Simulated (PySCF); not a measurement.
Structure with atom numbers: `[CH3:1][C:2]([F:3])=[Se:4]`; H(Xn) means a hydrogen on atom n.

Geometry: PBE0-D3(BJ)/def2-SVP; GIAO absolute shieldings from PySCF, gas phase, non-relativistic, averaged over equivalent atoms.

At PBE0/pcSseg-1 (107 basis functions, 7.3 s wall time on 1 thread of an Arm Neoverse V1, shared host):
```tsv
atoms	σ (ppm)
C2	-68.2
C1	146.3
F3	43.7
Se4	375.7
H(C1)	28.39
```

Q: What do these become at KT2/pcSseg-2?

A: 
| atoms | σ at KT2/pcSseg-2 | change |
| --- | --- | --- |
| C2 | -58.6 | +9.6 |
| C1 | 144.4 | -1.9 |
| F3 | 29.2 | -14.5 |
| Se4 | 597.6 | +221.9 |
| H(C1) | 28.23 | -0.16 |

The largest change is at Se4 (selenium bonded to C). Cost: 213 basis functions, 24 s wall time on 1 thread of an Arm Neoverse V1, shared host.

Relativistic effects, spin–orbit coupling among them, are left out; they matter for Se and for the light atoms bonded to it.
